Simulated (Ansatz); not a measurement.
Reaction (ligand exchange at the Si–O bond): `C[O][GeH]([Cl])[O][SiH3]` + `O[BH][AlH2]` → `[AlH2][BH]O[SiH3]` + `C[O][GeH]([OH])[Cl]`

Isolated molecules relaxed with PBE0-D4/def2-TZVP in Ansatz; ΔE leaves out vibrations. CBS: MP2 limit from def2 TZ/QZ plus the TZ coupled-cluster correction, frozen cores. DFT in def2-TZVPP. B3LYP here is the variant with VWN-RPA as its local correlation; programs differ in this. For Ge outer-core shells are correlated without core-valence functions, which leaves a few kJ/mol of doubt a bond. Scalar relativity is left out up to krypton. Each species was taken in one conformer, which may not be the lowest.

`C[O][GeH]([Cl])[O][SiH3]`:

```xyz
13

C     1.710   -0.692    0.850
O     0.505   -1.010    1.518
Ge   -0.947   -0.074    1.230
Cl   -0.535    1.988    1.668
O    -1.404   -0.158   -0.458
Si   -0.948    0.472   -1.903
H     2.015    0.344    1.033
H     2.484   -1.355    1.237
H     1.627   -0.851   -0.231
H    -2.063   -0.626    2.100
H    -0.345    1.819   -1.732
H     0.052   -0.423   -2.545
H    -2.151    0.565   -2.766
```

`O[BH][AlH2]`:

Z-matrix (Å, degrees):
```
B
Al 1 2.147
O 1 1.358 2 119.1
H 1 1.212 2 123.6 3 -180.0
H 2 1.595 1 121.6 3 91.6
H 2 1.595 1 121.6 3 -90.9
H 3 0.962 1 113.8 2 -180.0
```

`[AlH2][BH]O[SiH3]`:

Z-matrix (Å, degrees):
```
Si
O 1 1.661
H 1 1.482 2 107.9
H 1 1.485 2 109.9 3 120.7
H 1 1.482 2 107.9 3 -118.7
B 2 1.357 1 131.6 3 -120.9
Al 6 2.151 2 119.9 1 -180.0
H 6 1.215 2 116.7 1 0.0
H 7 1.596 6 121.6 2 -90.3
H 7 1.596 6 121.6 2 91.1
```

`C[O][GeH]([OH])[Cl]`:

```xyz
10

C    -0.212   -1.551    0.557
O    -0.582   -0.488   -0.297
Ge    0.440    0.931   -0.475
O    -0.492    2.097   -1.386
Cl    0.857    1.666    1.505
H     0.707   -2.045    0.219
H    -1.021   -2.283    0.539
H    -0.069   -1.212    1.589
H     1.759    0.683   -1.203
H    -1.386    2.201   -1.048
```

```
             level  ΔE (kJ/mol)  difference from CCSD(T)/CBS
            PBE-D4         19.8                         -1.5
         r2SCAN-D4         19.9                         -1.4
           PBE0-D4         21.1                         -0.2
           ωB97X-V         21.7                          0.4
            B2PLYP         18.3                         -3.0
               PBE         15.8                         -5.5
              PBE0         17.3                         -4.0
             B3LYP         15.5                         -5.8
     HF/def2-TZVPP         18.2                         -3.1
    MP2/def2-TZVPP         21.8                          0.5
SCS-MP2/def2-TZVPP         21.1                         -0.2
CCSD(T)/def2-TZVPP         21.9                          0.6
     HF/def2-QZVPP         18.4                         -2.9
    MP2/def2-QZVPP         21.6                          0.3
      HF/CBS(def2)         18.4                         -2.9
     MP2/CBS(def2)         21.3                          0.0
       CCSD(T)/CBS         21.3                            0
```

Largest T1 diagnostic among the species: 0.014.

In def2-TZVPP, CCSD(T) changes the Hartree–Fock value by +3.7 kJ/mol (the triples alone add +0.5 kJ/mol) and MP2 by +3.6 kJ/mol. The D4 term adds +6.2 kJ/mol with B3LYP and +3.8 kJ/mol with PBE0; it sums over pairs of atoms, weighted by their polarisabilities, and B3LYP, whose exchange is more repulsive, gets the larger term.
